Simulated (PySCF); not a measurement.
Correlation energy of Cu (copper, neutral)

[Ar] 3d10 4s1, 2S determinant. Computed with PySCF 2.14 in x2c-SVPall, with scalar relativity by spin-free X2C-1e. Frozen: [Ar]; 11 electrons correlated.

MP2 pair energies summed by pair of shells (mhartree):

| pair | energy | share (%) |
| --- | --- | --- |
| 3d-3d | -285.98 | 96.4 |
| 3d-4s | -10.55 | 3.6 |

Total MP2 correlation energy: -296.53 mhartree.

Same-spin part -113.62 and opposite-spin part -182.91 mhartree; SCS-MP2 scales them by 1/3 and 6/5 to -257.37 mhartree.

```tsv
level	correlation energy (mhartree)
CCSD	-261.50
(T)	-14.53
CCSD(T)	-276.03
```

Diagnostics: T1 = 0.022, D1 = 0.0329, largest double amplitude 0.034.

Cost of the coupled-cluster step: 0.64 s of wall time on 1 thread of Neoverse-V1 (shared host), for 11 correlated electrons.

Iterations:

```
CC2 = 0
CCSD nocc = (np.int64(6), np.int64(5)), nmo = (27, 27)
frozen orbitals [[0, 1, 2, 3, 4, 5, 6, 7, 8], [0, 1, 2, 3, 4, 5, 6, 7, 8]]
max_cycle = 100
direct = 0
conv_tol = 1e-08
conv_tol_normt = 1e-06
diis_space = 8
diis_start_cycle = 0
Init t2, MP2 energy = -0.296533095106689
Init E_corr(UCCSD) = -0.2965330951622
cycle = 1  E_corr(UCCSD) = -0.242194189542386  dE = 0.0543389056  norm(t1,t2) = 0.142622
cycle = 2  E_corr(UCCSD) = -0.269736868385348  dE = -0.0275426788  norm(t1,t2) = 0.0818112
cycle = 3  E_corr(UCCSD) = -0.26143787792429  dE = 0.00829899046  norm(t1,t2) = 0.0605676
cycle = 4  E_corr(UCCSD) = -0.261071204160694  dE = 0.000366673764  norm(t1,t2) = 0.00795532
cycle = 5  E_corr(UCCSD) = -0.261457072877238  dE = -0.000385868717  norm(t1,t2) = 0.0018525
cycle = 6  E_corr(UCCSD) = -0.261527918652773  dE = -7.08457755e-05  norm(t1,t2) = 0.000553777
cycle = 7  E_corr(UCCSD) = -0.261496786656553  dE = 3.11319962e-05  norm(t1,t2) = 0.000195645
cycle = 8  E_corr(UCCSD) = -0.261495689008728  dE = 1.09764783e-06  norm(t1,t2) = 3.04546e-05
cycle = 9  E_corr(UCCSD) = -0.261499987161228  dE = -4.2981525e-06  norm(t1,t2) = 2.54164e-05
cycle = 10  E_corr(UCCSD) = -0.261499502789056  dE = 4.84372172e-07  norm(t1,t2) = 4.09219e-06
cycle = 11  E_corr(UCCSD) = -0.261499491901498  dE = 1.08875577e-08  norm(t1,t2) = 7.44898e-07
cycle = 12  E_corr(UCCSD) = -0.261499481735147  dE = 1.01663508e-08  norm(t1,t2) = 1.86786e-07
cycle = 13  E_corr(UCCSD) = -0.261499479675733  dE = 2.05941453e-09  norm(t1,t2) = 5.22158e-08
UCCSD converged
E(UCCSD) = -1653.102198058151  E_corr = -0.2614994796757329
UCCSD(T) correction = -0.0145320635472069
```
